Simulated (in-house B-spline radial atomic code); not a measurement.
**Excitations of Li+ by several methods**

Full response, energies in eV; labels give the largest channel, * marks a mixed state, a dash one above the method's threshold, and an imaginary frequency an unstable closed-shell reference. Computed with an all-electron radial atomic-structure program (B-spline basis): linear response of the closed shell 1s2 with each method's own kernel (bare exchange for TDHF, static screening on G0W0 levels for BSE, the adiabatic kernel for functionals); non-relativistic, point nucleus, no spin-orbit coupling, no double excitations, S, P, D and F terms only.

| method | 1s → 2s 3S | 1s → 2s 1S | 1s → 2p 3P | α (bohr³) |
| --- | --- | --- | --- | --- |
| TDHF | 58.85 | 61.41 | 61.40 | 0.1895 |
| BSE on G0W0@HF | 59.00 | 61.29 | 61.32 | 0.1873 |
| LDA VWN5 | 52.60 | 53.68 | 54.70 | 0.215 |
| PBE | 52.95 | 54.31 | 55.10 | 0.2079 |
| PBE0 | 54.77 | 56.39 | 57.02 | 0.2024 |
| B3LYP (VWN-RPA) | 54.28 | 55.96 | 56.51 | 0.2033 |
| CAM-B3LYP | 53.73 | 55.41 | 56.04 | 0.2046 |
| LC-wPBE | 52.53 | 53.96 | 54.79 | 0.2085 |
| wB97X | 53.60 | 55.33 | 56.02 | 0.2018 |
| HSE06 | 54.90 | 56.58 | 57.15 | 0.2024 |
| BHandHLYP | ? | ? | ? | ? |
| BLYP | 52.70 | 54.20 | 54.85 | 0.2073 |
| PBEsol | 52.54 | 53.83 | 54.67 | 0.2111 |
| BP86 | 53.25 | 54.33 | 55.33 | 0.2065 |
| LDA exchange-only | ? | ? | ? | ? |
| B97-1 | 54.52 | 56.36 | 56.90 | 0.2018 |
| RPBE | 52.96 | 54.35 | 55.13 | 0.207 |
| OLYP | 52.30 | 53.89 | 54.58 | 0.2072 |

Problem. What does BHandHLYP give?

Solution. 1s → 2s 3S: 56.04; 1s → 2s 1S: 58.21; 1s → 2p 3P: 58.40; α: 0.1973 (eV, bohr³).

Problem. What does LDA exchange-only give?

Solution. 1s → 2s 3S: 50.87; 1s → 2s 1S: 52.15; 1s → 2p 3P: 52.98; α: 0.2197 (eV, bohr³).

Problem. How do the methods fare for 1s → 2s 3S against experiment?

Solution. The measured term average is 59.021 eV (NIST). Among the methods with a real root, errors run from -8.15 eV (LDA exchange-only) to -0.02 eV (BSE on G0W0@HF); BSE on G0W0@HF is closest (-0.02 eV).

Problem. How do the methods fare for 1s → 2p 3P against experiment?

Solution. The measured term average is 61.281 eV (NIST). Among the methods with a real root, errors run from -8.30 eV (LDA exchange-only) to +0.12 eV (TDHF); BSE on G0W0@HF is closest (+0.04 eV).
